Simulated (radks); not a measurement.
The mean radii <r> (bohr) of the occupied orbitals of an atom or ion are listed with their occupations. All-electron calculation, scalar-relativistic Kohn-Sham, LDA (Slater exchange, Perdew-Wang correlation), spin-unpolarised, spherical densities, finite nucleus; Fermi nuclear charge, rms radius of each element as measured or else 0.836 A^(1/3) + 0.57 fm. Program: a radial shooting solver on a logarithmic mesh with Libxc functionals.

orbital  occ.      <r>
1s          2  0.03043
2s          2   0.1318
2p          6   0.1149
3s          2   0.3589
3p          6   0.3575
3d         10   0.3349
4s          2   0.8752
4p          6   0.9519
4d          9    1.199

Name the element and its charge.

Answer. Z = 48, cadmium, charge +3: Cd3+ in [Kr] 4d9. The 1s radius gives Z: for a bare nucleus <r> = (2 gamma + 1)/(2Z) with gamma = sqrt(1 - (Z/c)^2), 0.02993 bohr for Z = 48, and screening makes it slightly larger (0.03043 here). The occupations add up to 45, and the charge is Z minus that.
